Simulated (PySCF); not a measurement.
ClTl (SMILES [Cl][Tl]), singlet, geometry from GFN2-xTB (such geometries of metal compounds can be far from the true shape) (core potentials on Tl). Base run: R2SCAN/def2-SV(P) (PySCF).

PySCF was given this input:
```python
from pyscf import gto, scf, dft

mol = gto.M(
    atom='''
Tl   -0.000000   -0.000000   -0.449804
Cl    0.000000    0.000000    2.143186
''',
    basis='def2-sv(p)',
    ecp={'Tl': 'def2-sv(p)'},
    charge=0,
    spin=0,
    verbose=4,
)

mf = dft.RKS(mol)
mf.xc = 'r2scan'
mf.kernel()
```

Each row names what was changed in the base input (with any setting that the change needs).

| change | ΔE vs base (mEh) | fitting functions | dipole (D) | outcome |
|---|---|---|---|---|
| base | 0.000 | - | 4.54 | converged |
| auxbasis = def2-universal-jkfit | -0.013 | 379 | 4.54 | converged |
| auxbasis = even-tempered beta=1.6 | -0.002 | 507 | 4.54 | converged |
| auxbasis = cc-pvdz-jkfit | - | - | - | input refused |
| auxbasis = even-tempered beta=3.0 | -47.823 | 235 | 4.49 | converged |
| auxbasis = cc-pvtz-jkfit | - | - | - | input refused |
| auxbasis = default (with mf = mf.density_fit()) | (withheld) | (withheld) | 4.54 | converged |
| auxbasis = cc-pvtz-ri | - | - | - | input refused |
| auxbasis = autoaux | -0.011 | 367 | 4.54 | converged |
| auxbasis = cc-pvqz-jkfit | - | - | - | input refused |

Question: Complete the blanks.

Answer: 
- auxbasis = default (with mf = mf.density_fit()), ΔE vs base (mEh): -0.258
- auxbasis = default (with mf = mf.density_fit()), fitting functions: 109

A fitting set is made for a task (jfit for Coulomb, jkfit for Coulomb and exchange, ri for correlation) and for a family of orbital bases.

- auxbasis = cc-pvdz-jkfit: ended with `pyscf.lib.exceptions.BasisNotFoundError: Basis set not found for Tl in cc-pvdz-jkfit`
- auxbasis = cc-pvtz-jkfit: ended with `pyscf.lib.exceptions.BasisNotFoundError: Basis set not found for Tl in cc-pvtz-jkfit`
- auxbasis = cc-pvtz-ri: ended with `pyscf.lib.exceptions.BasisNotFoundError: Basis set not found for Tl in cc-pvtz-ri`
